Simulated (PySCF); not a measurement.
# Electron correlation in Sn²⁺ (tin, charge +2)

[Kr] 4d10 5s1 5p1, high-spin 3P determinant (an excited configuration). Computed with PySCF 2.14 in aug-cc-pVQZ-DK3, with the spin-free X2C one-electron Hamiltonian (Gaussian nucleus). Frozen: [Kr] 4d10; 2 electrons correlated.

With two correlated electrons CCSD is exact within the correlated space (frozen core and kept virtual orbitals).

```json
{"level": "CCSD", "correlation energy (mhartree)": "-3.52"}
```

Diagnostics: T1 = 0.0024, D1 = 0.0041, largest double amplitude 0.028.

Cost of the coupled-cluster step: roughly 15 core-seconds, for 2 correlated electrons.

Iterations:

```
CC2 = 0
CCSD nocc = (np.int64(2), np.int64(0)), nmo = (79, 79)
frozen orbitals [[0, 1, 2, 3, 4, 5, 6, 7, 8, 9, 10, 11, 12, 13, 14, 15, 16, 17, 18, 19, 20, 21, 22], [0, 1, 2, 3, 4, 5, 6, 7, 8, 9, 10, 11, 12, 13, 14, 15, 16, 17, 18, 19, 20, 21, 22]]
max_cycle = 100
direct = 0
conv_tol = 1e-08
conv_tol_normt = 1e-06
diis_space = 8
diis_start_cycle = 0
Init t2, MP2 energy = -0.00227127824351209
Init E_corr(UCCSD) = -0.00227127824878964
cycle = 1  E_corr(UCCSD) = -0.00301732862434453  dE = -0.000746050376  norm(t1,t2) = 0.0140192
cycle = 2  E_corr(UCCSD) = -0.0033047322161674  dE = -0.000287403592  norm(t1,t2) = 0.00617212
cycle = 3  E_corr(UCCSD) = -0.00352336101444305  dE = -0.000218628798  norm(t1,t2) = 0.00281731
cycle = 4  E_corr(UCCSD) = -0.00352049910080426  dE = 2.86191364e-06  norm(t1,t2) = 0.000169529
cycle = 5  E_corr(UCCSD) = -0.00352061719280183  dE = -1.18091998e-07  norm(t1,t2) = 1.30817e-05
cycle = 6  E_corr(UCCSD) = -0.00352059169333474  dE = 2.54994671e-08  norm(t1,t2) = 1.09198e-06
cycle = 7  E_corr(UCCSD) = -0.00352059813521908  dE = -6.44188435e-09  norm(t1,t2) = 1.16285e-07
UCCSD converged
E(UCCSD) = -6172.563426156969  E_corr = -0.003520598135219085
```
